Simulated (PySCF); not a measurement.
## Correlation energy of Ne+ (neon, charge +1)

[He] 2s2 2p5, 2P determinant. Computed with PySCF 2.14 in def2-SVP (3s2p1d, 14 functions), with no relativity, point nucleus. Frozen: 1s2; 7 electrons correlated.

MP2 pair energies summed by pair of shells (mhartree):

```
 pair  energy  share (%)
2p-2p  -84.95       65.3
2s-2p  -38.21       29.4
2s-2s   -6.91        5.3
```

Total MP2 correlation energy: -130.06 mhartree.

Same-spin part -32.95 and opposite-spin part -97.11 mhartree; SCS-MP2 scales them by 1/3 and 6/5 to -127.52 mhartree.

```
  level  correlation energy (mhartree)
   CCSD                        -140.70
    (T)                          -1.06
CCSD(T)                        -141.76
```

Diagnostics: T1 = 0.0037, D1 = 0.0059, largest double amplitude 0.038.

**Question.** Is a single reference adequate?

**Answer.** Yes: T1 lies below 0.03 and no double amplitude reaches 0.07.
